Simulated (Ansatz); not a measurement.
NiH2(PH3)2 (NiP₂H₈), 11 atoms. Hardware: 4 threads of Arm Neoverse V1 on a shared host.

Q: How many basis functions does each of these Ansatz runs have, and roughly what does it cost? LC-ωPBE (ω = 0.15 bohr⁻¹)/def2-TZVP, charge 0 singlet, energy, from earlier orbitals; LC-ωPBE (ω = 0.20 bohr⁻¹)/def2-TZVP, charge 0 triplet, energy, from earlier orbitals; LC-ωPBE (ω = 0.10 bohr⁻¹)/def2-TZVP, charge 0 singlet, energy, from earlier orbitals; PBE0-D4/def2-SVP, charge 0 triplet, energy with a search over starts; ωB97M-V/def2-TZVP, charge 0 triplet, energy, from earlier orbitals; PBE-D4/def2-TZVP, charge 0 triplet, energy, from earlier orbitals; PBE-D4/def2-TZVP, charge 0 singlet, energy, from earlier orbitals; BHLYP-D4/def2-TZVP, charge 0 triplet, energy, from earlier orbitals; LC-ωPBE (ω = 0.15 bohr⁻¹)/def2-TZVP, charge 0 triplet, energy, from earlier orbitals; LC-ωPBE (ω = 0.20 bohr⁻¹)/def2-TZVP, charge 0 singlet, energy, from earlier orbitals; PBE0-D4/def2-SVP, charge 0 unrestricted singlet, energy with a search over starts; ωB97M-V/def2-TZVP, charge 0 singlet, energy, from earlier orbitals.

A: Other jobs shared the machine, so times can vary by a factor of up to 3. A dash marks memory too small to be measured apart from the calling script's.

```tsv
run	functions	fitting or Cholesky vectors	wall time	peak host memory (GiB)
PBE-D4/def2-TZVP, charge 0 singlet, energy, from earlier orbitals	167	1339	1.6 s	–
LC-ωPBE (ω = 0.15 bohr⁻¹)/def2-TZVP, charge 0 singlet, energy, from earlier orbitals	167	1339	2 s	–
LC-ωPBE (ω = 0.20 bohr⁻¹)/def2-TZVP, charge 0 singlet, energy, from earlier orbitals	167	1339	2.1 s	–
LC-ωPBE (ω = 0.10 bohr⁻¹)/def2-TZVP, charge 0 singlet, energy, from earlier orbitals	167	1339	2.4 s	–
PBE0-D4/def2-SVP, charge 0 unrestricted singlet, energy with a search over starts	107	1071	3.2 s	–
PBE-D4/def2-TZVP, charge 0 triplet, energy, from earlier orbitals	167	1339	3.3 s	–
LC-ωPBE (ω = 0.15 bohr⁻¹)/def2-TZVP, charge 0 triplet, energy, from earlier orbitals	167	1339	4.1 s	–
LC-ωPBE (ω = 0.20 bohr⁻¹)/def2-TZVP, charge 0 triplet, energy, from earlier orbitals	167	1339	4.2 s	–
PBE0-D4/def2-SVP, charge 0 triplet, energy with a search over starts	107	1073	4.5 s	–
ωB97M-V/def2-TZVP, charge 0 singlet, energy, from earlier orbitals	167	1404	8.5 s	0.57
BHLYP-D4/def2-TZVP, charge 0 triplet, energy, from earlier orbitals	167	1552	14 s	0.94
ωB97M-V/def2-TZVP, charge 0 triplet, energy, from earlier orbitals	167	1404	22 s	0.95
```
